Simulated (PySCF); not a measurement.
C3H8O2Si, SMILES O[C@H]1CO[SiH2]C1.

Coordinates come from a PBE0-D3(BJ)/def2-SVP optimisation. The structure was generated by enumeration; whether it is a known compound was not checked. One conformer was computed; it need not be the lowest.

Method: PBE0-D3(BJ)/def2-SVP (PySCF 2.14.0).

Frequencies are harmonic and unscaled.

```json
[
 {"mode": "1", "ν (cm⁻¹)": "128", "IR (km/mol)": "0.9", "moving atoms (share of kinetic energy)": "O 39 %, H 27 %, Si 25 %, C 10 %"},
 {"mode": "2", "ν (cm⁻¹)": "173", "IR (km/mol)": "0.9", "moving atoms (share of kinetic energy)": "O 65 %, H 21 %, C 12 %"},
 {"mode": "3", "ν (cm⁻¹)": "327", "IR (km/mol)": "123.3", "moving atoms (share of kinetic energy)": "H 91 %"},
 {"mode": "4", "ν (cm⁻¹)": "368", "IR (km/mol)": "8.8", "moving atoms (share of kinetic energy)": "H 47 %, C 27 %, O 20 %"},
 {"mode": "5", "ν (cm⁻¹)": "401", "IR (km/mol)": "5.5", "moving atoms (share of kinetic energy)": "O 42 %, H 32 %, C 21 %"},
 {"mode": "6", "ν (cm⁻¹)": "484", "IR (km/mol)": "6.2", "moving atoms (share of kinetic energy)": "H 54 %, C 18 %, O 17 %, Si 11 %"},
 {"mode": "7", "ν (cm⁻¹)": "551", "IR (km/mol)": "21.9", "moving atoms (share of kinetic energy)": "H 51 %, Si 19 %, C 16 %, O 13 %"},
 {"mode": "8", "ν (cm⁻¹)": "665", "IR (km/mol)": "6.1", "moving atoms (share of kinetic energy)": "C 54 %, Si 22 %, H 19 %"},
 {"mode": "9", "ν (cm⁻¹)": "683", "IR (km/mol)": "22.6", "moving atoms (share of kinetic energy)": "H 88 %"},
 {"mode": "10", "ν (cm⁻¹)": "755", "IR (km/mol)": "15.1", "moving atoms (share of kinetic energy)": "H 46 %, C 41 %, O 12 %"},
 {"mode": "11", "ν (cm⁻¹)": "792", "IR (km/mol)": "25.5", "moving atoms (share of kinetic energy)": "O 43 %, Si 23 %, C 21 %, H 13 %"},
 {"mode": "12", "ν (cm⁻¹)": "818", "IR (km/mol)": "23.6", "moving atoms (share of kinetic energy)": "H 48 %, C 37 %, O 10 %"},
 {"mode": "13", "ν (cm⁻¹)": "873", "IR (km/mol)": "25.4", "moving atoms (share of kinetic energy)": "C 53 %, H 37 %, O 9 %"},
 {"mode": "14", "ν (cm⁻¹)": "897", "IR (km/mol)": "176.6", "moving atoms (share of kinetic energy)": "H 59 %, Si 17 %, C 16 %, O 9 %"},
 {"mode": "15", "ν (cm⁻¹)": "952", "IR (km/mol)": "10.7", "moving atoms (share of kinetic energy)": "H 58 %, C 38 %"},
 {"mode": "16", "ν (cm⁻¹)": "996", "IR (km/mol)": "139.8", "moving atoms (share of kinetic energy)": "H 76 %, C 12 %"},
 {"mode": "17", "ν (cm⁻¹)": "998", "IR (km/mol)": "43.9", "moving atoms (share of kinetic energy)": "H 72 %, C 18 %"},
 {"mode": "18", "ν (cm⁻¹)": "1045", "IR (km/mol)": "59.9", "moving atoms (share of kinetic energy)": "H 75 %, C 12 %, O 11 %"},
 {"mode": "19", "ν (cm⁻¹)": "1125", "IR (km/mol)": "143.5", "moving atoms (share of kinetic energy)": "C 44 %, O 28 %, H 27 %"},
 {"mode": "20", "ν (cm⁻¹)": "1177", "IR (km/mol)": "3.1", "moving atoms (share of kinetic energy)": "C 50 %, H 38 %, O 12 %"},
 {"mode": "21", "ν (cm⁻¹)": "1189", "IR (km/mol)": "52.3", "moving atoms (share of kinetic energy)": "H 51 %, C 33 %, O 16 %"},
 {"mode": "22", "ν (cm⁻¹)": "1231", "IR (km/mol)": "63.4", "moving atoms (share of kinetic energy)": "H 80 %, C 14 %"},
 {"mode": "23", "ν (cm⁻¹)": "1269", "IR (km/mol)": "4.7", "moving atoms (share of kinetic energy)": "H 85 %, C 10 %"},
 {"mode": "24", "ν (cm⁻¹)": "1343", "IR (km/mol)": "49.3", "moving atoms (share of kinetic energy)": "H 66 %, C 31 %"},
 {"mode": "25", "ν (cm⁻¹)": "1375", "IR (km/mol)": "3.7", "moving atoms (share of kinetic energy)": "H 76 %, C 22 %"},
 {"mode": "26", "ν (cm⁻¹)": "1406", "IR (km/mol)": "14.6", "moving atoms (share of kinetic energy)": "H 74 %, C 24 %"},
 {"mode": "27", "ν (cm⁻¹)": "1430", "IR (km/mol)": "5.0", "moving atoms (share of kinetic energy)": "H 71 %, C 26 %"},
 {"mode": "28", "ν (cm⁻¹)": "1482", "IR (km/mol)": "2.1", "moving atoms (share of kinetic energy)": "H 92 %"},
 {"mode": "29", "ν (cm⁻¹)": "2239", "IR (km/mol)": "157.2", "moving atoms (share of kinetic energy)": "H 96 %"},
 {"mode": "30", "ν (cm⁻¹)": "2245", "IR (km/mol)": "130.4", "moving atoms (share of kinetic energy)": "H 97 %"},
 {"mode": "31", "ν (cm⁻¹)": "3012", "IR (km/mol)": "35.0", "moving atoms (share of kinetic energy)": "H 92 %"},
 {"mode": "32", "ν (cm⁻¹)": "3041", "IR (km/mol)": "80.0", "moving atoms (share of kinetic energy)": "H 94 %"},
 {"mode": "33", "ν (cm⁻¹)": "3080", "IR (km/mol)": "7.9", "moving atoms (share of kinetic energy)": "H 94 %"},
 {"mode": "34", "ν (cm⁻¹)": "3122", "IR (km/mol)": "19.9", "moving atoms (share of kinetic energy)": "H 91 %, C 9 %"},
 {"mode": "35", "ν (cm⁻¹)": "3144", "IR (km/mol)": "7.6", "moving atoms (share of kinetic energy)": "H 90 %, C 10 %"},
 {"mode": "36", "ν (cm⁻¹)": "3885", "IR (km/mol)": "34.6", "moving atoms (share of kinetic energy)": "H 94 %"}
]
```
